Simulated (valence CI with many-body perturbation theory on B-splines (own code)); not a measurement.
Values are calculated unless marked as measured or tabulated.
## From CI to CI+MBPT in Kr XXII

Level of theory: relativistic CI+MBPT: five valence electrons over a frozen Dirac-Fock core [Ne], radial functions for each j: 9 s, 9 p, 8 d, 6 f, 3 g, 1 h, with the one-electron correlation potential Σ1 (screened to all orders), the two-electron term Σ2, the three-electron term Σ3, Breit, model QED; selected single and double excitations, second order for the rest (own B-spline code, finite nucleus).

No measured levels were compared; by estimate levels of excited configurations hold to 0.05 to 0.15 % of their energy, terms of the ground configuration to about 0.5 %. Among the levels kept, up to 460 cm⁻¹ of a level comes from second order outside the variational space, and about a tenth of that is noise between levels of different J, which matters for small intervals.

Each rung adds one term. CI alone is the Dirac-Coulomb CI over the frozen core; QED comes last and gives the full result, which names the levels. Energies are above 3s2 3p3 4S°_3/2 on the same rung, in cm⁻¹.

Names give the largest LS component (configuration and term), which can be under half, so a name can repeat, a term be missing and a line seem to break the LS rules; names also repeat where a configuration has a term twice. Letters in brackets count levels of one name in rising energy.

| Level | CI alone | Σ1 | Σ2 | Σ3 | Breit | QED | Full |
| --- | --- | --- | --- | --- | --- | --- | --- |
| 3s2 3p3 2D°_3/2 | 79105 | +145 | -90 | -99 | -865 | +106 | 78302 |
| 3s2 3p3 2D°_5/2 | 108761 | +198 | -130 | -141 | -1605 | +147 | 107230 |
| 3s2 3p3 2P°_1/2 | 154930 | +202 | -380 | -344 | -1186 | +121 | 153343 |
| 3s2 3p3 2P°_3/2 | 219472 | +416 | -94 | -254 | -2912 | +306 | 216935 |
| 3s 3p4 4P_5/2 | 516291 | -932 | +294 | +549 | -100 | -1927 | 514175 |
| 3s 3p4 4P_3/2 | 567877 | -826 | +345 | +536 | -754 | -1773 | 565406 |
| 3s 3p4 4P_1/2 | 580321 | -817 | +244 | +479 | -700 | -1803 | 577724 |
| 3s 3p4 2D_3/2 | 643074 | -821 | -502 | +374 | -998 | -1472 | 639655 |
| 3s 3p4 2D_5/2 | 668763 | -711 | -304 | +414 | -1937 | -1531 | 664694 |
| 3s2 3p2 3d 4F_3/2 [a] | 718869 | -921 | -1255 | -260 | -1490 | -611 | 714332 |
| 3s2 3p2 3d 4F_3/2 [b] | 733485 | -855 | -1408 | -106 | -1990 | -531 | 728595 |
| 3s 3p4 2S_1/2 | 733780 | -767 | -1602 | +81 | -1405 | -1236 | 728851 |
| 3s2 3p2 3d 4F_5/2 | 748411 | -878 | -1452 | -558 | -2232 | -141 | 743151 |
| 3s2 3p2 3d 2F_5/2 [a] | 778822 | -870 | -1326 | -484 | -2804 | -56 | 773282 |
| 3s2 3p2 3d 4F_7/2 | 789034 | -731 | -1153 | -470 | -3598 | +7 | 783088 |
| 3s2 3p2 3d 4D_1/2 | 791499 | -786 | -1329 | -393 | -2322 | -462 | 786208 |
| 3s2 3p2 3d 2F_7/2 [a] | 801940 | -763 | -1316 | -517 | -3499 | -15 | 795829 |
| 3s2 3p2 3d 4D_3/2 | 808569 | -776 | -1608 | -502 | -2917 | -185 | 802581 |
| 3s2 3p2 3d 4F_9/2 | 820137 | -628 | -1147 | -558 | -4623 | +53 | 813235 |

The middle columns are the shifts that each term adds.

Task: How does the ionisation energy move along the ladder, and which term matters most?

Result: CI alone 936.80, + Σ1 937.55, + Σ2 937.48, + Σ3 937.19, + Breit 936.88, + QED 936.88 eV. The largest step is Σ1, 0.75 eV. NIST lists 945 ± 3 eV (semi-empirical).
